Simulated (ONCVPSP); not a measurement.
**What one change does to a pseudopotential (manganese, ONCV)**

ONCVPSP 4.0.1 input, shortened (lines: element, Z, core and valence counts, functional; n l f; lmax; l rc ep ncon nbas qcut; lloc lpopt rc5 dvloc0; l nproj debl; icmod fcfact rcfact), PBE, scalar-relativistic:

```
  Mn 25.00    3    3        4      upf
    1    0    2.00
    2    0    2.00
    2    1    6.00
    3    0    2.00
    3    1    6.00
    3    2    4.00
    3
    0    1.10    0.00    4    8   13.40
    1    1.45    0.00    4    8    7.70
    2    1.55    0.00    4    9   11.60
    3    1.50    0.17    4    7    8.50
    4    5    0.80    2.00
    0    2    3.10
    1    3    3.60
    2    2    1.00
    3    1    0.50
    3    3.25    1.30
```

In the s channel the program set the typed energies aside and used -4.477, 0.250 Ha. In the d channel the program set the typed energies aside and used -1.514, 0.250 Ha.

All-electron outer shells of the reference configuration (PBE, scalar-relativistic, ld1.x):

| shell | level (eV) | outermost node (bohr) | outermost maximum (bohr) |
| --- | --- | --- | --- |
| 3s | -121.83 | 0.34 | 0.74 |
| 3p | -90.29 | 0.31 | 0.75 |
| 3d | -41.20 | – | 0.75 |

Change: all radii but the core radius scaled by about 1.16 (s 1.28, p 1.68, d 1.80, f 1.74 bohr); local potential polynomial inside 0.92 bohr (lpopt 5, dvloc0 2 Ha). In the s channel the program set the typed energies aside and used -4.477, 0.250 Ha. In the p channel the program set the typed energies aside and used -3.318, 0.050, 3.650 Ha. In the d channel the program set the typed energies aside and used -1.514, 0.250 Ha.

Cutoffs: the cutoffs (Ha) at which the residual kinetic energy of the hardest occupied pseudo-wave falls to 1 and 0.1 mHa per electron; they do not see the model core or the augmentation charge, which bear on the density cutoff. Errors are all-electron minus pseudo energies relative to the spin-unpolarised reference configuration.

Q: Predict the effect on cutoff, ghosts and configuration errors.

A: The potential gets neither clearly harder nor softer (54 Ha and 64 Ha → 50 Ha and 60 Ha); of the 4 tests that both files solve, the error grows in 4 and shrinks in 0 by more than 15 % and 0.3 meV (median size 33.2 → 53.1 meV); neither file shows a bound ghost. More of the atom is replaced by a form fitted at one configuration, so other configurations suffer.

| quantity | base | changed |
| --- | --- | --- |
| cutoff, loose | 54 Ha | 50 Ha |
| cutoff, tight | 64 Ha | 60 Ha |
| loose cutoff by channel | s 54 Ha, p 25 Ha, d 46 Ha | s 50 Ha, p 23 Ha, d 41 Ha |
| bound ghosts | none | none |
| GHOST(+) flags under 300 eV | none | none |
| error for 3s2 3p6 3d5 4s2, meV [ΔE -56.53 eV] | +19 | +28 |
| error for 3s2 3p6 3d5 4s1, meV [ΔE -48.12 eV] | +27 | +43 |
| error for 3s2 3p6 3d5, meV [ΔE -32.52 eV] | +41 | +67 |
| error for 3s2 3p6 3d5.5 4s1.5, meV [ΔE -57.02 eV] | +39 | +63 |
| rms error of d²Exc/dni dnj with the model core, mHa | 1.65 | 1.26 |
